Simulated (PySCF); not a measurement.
**Radial density of La²⁺ (lanthanum, charge +2)**

M06, [Xe] 4f1, 2F determinant (an excited configuration). Calculation: PySCF 2.14, in ANO-RCC-VTZP (8s7p5d3f2g1h, 104 functions); the spin-free X2C one-electron Hamiltonian (Gaussian nucleus).

| r (bohr) | 4πr²ρ (e/bohr) | 4πr²(ρα − ρβ) |
| --- | --- | --- |
| 0.0207 | 73.41 | 0.0001 |
| 0.0349 | 65.07 | 0.0002 |
| 0.0587 | 88.30 | 0.0001 |
| 0.0987 | 89.29 | -0.0010 |
| 0.166 | 74.21 | -0.0017 |
| 0.279 | 69.92 | 0.0010 |
| 0.470 | 29.56 | 0.0168 |
| 0.790 | 26.34 | 0.0838 |
| 1.33 | 8.522 | 0.2435 |
| 2.24 | 3.228 | 0.2069 |
| 3.76 | 0.3023 | 0.2144 |
| 6.32 | 0.03779 | 0.0377 |

Densities and radii are taken from the X2C orbitals without a picture-change correction, which distorts them close to the nucleus.

Spin-orbit coupling, absent here, splits the open shell strongly.
